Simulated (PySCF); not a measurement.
SMILES C=CB(F)CC (C4H8BF) (B3LYP/def2-SVP optimised geometry):

```
14

B     -0.674     0.612     0.000
F     -1.303     1.798     0.000
C      0.903     0.612     0.000
C      1.578     1.871     0.562
H      1.189     0.480    -1.065
H      1.290    -0.295     0.497
H      1.352     2.004     1.633
H      1.230     2.779     0.044
H      2.674     1.828     0.461
C     -1.592    -0.649    -0.054
C     -1.149    -1.915     0.027
H     -2.674    -0.492    -0.159
H     -1.823    -2.779    -0.012
H     -0.084    -2.148     0.140
```

Computed with B3LYP/def2-TZVP in PySCF 2.14.0.

### Question
What are the frontier orbital energies and the dipole moment?

### Answer
HOMO-2 -9.50 eV, HOMO-1 -8.20 eV, HOMO -8.00 eV, LUMO -1.65 eV, LUMO+1 0.67 eV; dipole moment 1.70 D.

On the same geometry PBE/def2-TZVP run with PySCF gives HOMO-2 -8.25 eV, HOMO-1 -7.13 eV, HOMO -6.93 eV, LUMO -2.40 eV, LUMO+1 0.22 eV; dipole moment 1.59 D.

Meta-Löwdin charges at B3LYP/def2-TZVP: B1 0.44, F2 -0.30, C3 -0.32, C4 -0.31, H5 0.12, H6 0.11, H7 0.10, H8 0.11, H9 0.10, C10 -0.22, C11 -0.18, H12 0.12, H13 0.12, H14 0.11.
